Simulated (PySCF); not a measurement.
Calculation: PBE0-D3(BJ)/def2-TZVP // PBE0-D3(BJ)/def2-SVP (PySCF). All species are isolated molecules in the gas phase. One relaxed conformer stands for a flexible species; it need not be the lowest. Delta-SCF ions had no search for a lower state. Excitations are Tamm–Dancoff values on a coarser integration grid. The basis has no diffuse functions, so Rydberg states are missing or too high.

Reference species (SMILES): `[Cl][Sn]([Cl])([Cl])[Cl]` (neutral, multiplicity 1).

* **vertical ionisation energy (Delta-SCF)**: 11.62 eV
* **brightest of the four lowest singlets (TDA)**: 5.38 eV

Changed species: `C[CH2][Sn]([Cl])([Cl])[CH2]C` (C–C–Sn–Cl torsion 56°, Cl–Sn–C–C torsion -56°) (2 of 4 Cl replaced by C2H5; the reference has 0 of 4 Cl replaced by C2H5).

Q: Give the shifts of the vertical ionisation energy (Delta-SCF) and brightest of the four lowest singlets (TDA).

A: the vertical ionisation energy (Delta-SCF) decreases by 2.12 eV, to 9.50 eV; the brightest of the four lowest singlets (TDA) rises by 0.73 eV, to 6.11 eV.
